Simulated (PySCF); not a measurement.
hydrogen chloride (HCl), singlet, at a GFN2-xTB geometry; CAMB3LYP/aug-cc-pVDZ in PySCF.

Here is a job for PySCF.
```python
from pyscf import gto, scf, dft

mol = gto.M(
    atom='''
Cl   -0.00000000   -0.00000000   -0.07094563
H     0.00000000    0.00000000    1.20607566
''',
    basis='aug-cc-pvdz',
    verbose=4,
)

mf = dft.RKS(mol)
mf.xc = 'camb3lyp'
mf.conv_tol_grad = 1e-7
mf.kernel()
```

Output, abridged:

```
PySCF version 2.14.0

[INPUT] verbose = 4
[INPUT] num. atoms = 2
[INPUT] num. electrons = 18
[INPUT] charge = 0
[INPUT] spin (= nelec alpha-beta = 2S) = 0
[INPUT] symmetry False subgroup None
[INPUT] Mole.unit = angstrom
[INPUT] Symbol           X                Y                Z      unit          X                Y                Z       unit  Magmom
[INPUT]  1 Cl     0.000000000000   0.000000000000  -0.070945630000 AA    0.000000000000   0.000000000000  -0.134067810435 Bohr   0.0
[INPUT]  2 H      0.000000000000   0.000000000000   1.206075660000 AA    0.000000000000   0.000000000000   2.279152682904 Bohr   0.0

nuclear repulsion = 7.04452827535867
number of shells = 13
number of NR pGTOs = 61
number of NR cGTOs = 36
basis = aug-cc-pvdz
ecp = {}

******** <class 'pyscf.dft.rks.RKS'> ********
method = RKS
initial guess = minao
damping factor = 0
level_shift factor = 0
DIIS = <class 'pyscf.scf.diis.CDIIS'>
diis_start_cycle = 1
diis_space = 8
diis_damp = 0
SCF conv_tol = 1e-09
SCF conv_tol_grad = 1e-07
SCF max_cycles = 50
direct_scf = True
direct_scf_tol = 1e-13
XC library pyscf.dft.libxc version 7.1.2
    S. Lehtola, C. Steigemann, M. J. T. Oliveira, and M. A. L. Marques,  SoftwareX 7, 1–5 (2018)
XC functionals = camb3lyp
    T. Yanai, D. P. Tew, and N. C. Handy,  Chem. Phys. Lett. 393, 51 (2004)
radial grids:
    Treutler-Ahlrichs [JCP 102, 346 (1995); DOI:10.1063/1.469408] (M4) radial grids

becke partition: Becke, JCP 88, 2547 (1988); DOI:10.1063/1.454033
pruning grids: <function nwchem_prune>
grids dens level: 3
symmetrized grids: False
atomic radii adjust function: <function treutler_atomic_radii_adjust>
small_rho_cutoff = 0
Initial guess from minao.
tot grids = 28688
init E= -460.757610439623
  HOMO = -0.413051850242676  LUMO = -0.00945007624825456  gap/eV = 10.98256
cycle= 1 E= -460.80921302287  delta_E= -0.0516  |g|= 0.199  |ddm|= 1.07
  HOMO = -0.3748159509161  LUMO = -0.00227344139787578  gap/eV = 10.13740
cycle= 2 E= -460.817030886497  delta_E= -0.00782  |g|= 0.146  |ddm|= 0.317
  HOMO = -0.403303542334454  LUMO = 0.00205876428883833  gap/eV = 11.03047
cycle= 3 E= -460.82320389816  delta_E= -0.00617  |g|= 0.00535  |ddm|= 0.122
  HOMO = -0.40174322944805  LUMO = 0.00322591834161301  gap/eV = 11.01977
cycle= 4 E= -460.823216690437  delta_E= -1.28e-05  |g|= 0.00149  |ddm|= 0.00671
  HOMO = -0.402225105231629  LUMO = 0.00311189010777557  gap/eV = 11.02978
cycle= 5 E= -460.823217600928  delta_E= -9.1e-07  |g|= 0.000565  |ddm|= 0.00213
  HOMO = -0.402084003564929  LUMO = 0.00315038837154091  gap/eV = 11.02699
cycle= 6 E= -460.823217710926  delta_E= -1.1e-07  |g|= 3.06e-05  |ddm|= 0.000553
  HOMO = -0.402088741912367  LUMO = 0.00314787362660907  gap/eV = 11.02705
cycle= 7 E= -460.823217711595  delta_E= -6.69e-10  |g|= 2.79e-06  |ddm|= 8.82e-05
  HOMO = -0.402088385494083  LUMO = 0.00314784864510109  gap/eV = 11.02704
cycle= 8 E= -460.8232177116  delta_E= -4.95e-12  |g|= 3.24e-07  |ddm|= 7.37e-06
  HOMO = -0.402088452977073  LUMO = 0.00314784734688534  gap/eV = 11.02704
cycle= 9 E= -460.823217711599  delta_E= 3.98e-13  |g|= 2.15e-08  |ddm|= 6.16e-07
  HOMO = -0.402088444577132  LUMO = 0.00314785008908602  gap/eV = 11.02704
Extra cycle  E= -460.8232177116  delta_E= -5.68e-13  |g|= 6.09e-09  |ddm|= 5.32e-08
converged SCF energy = -460.8232177116
```
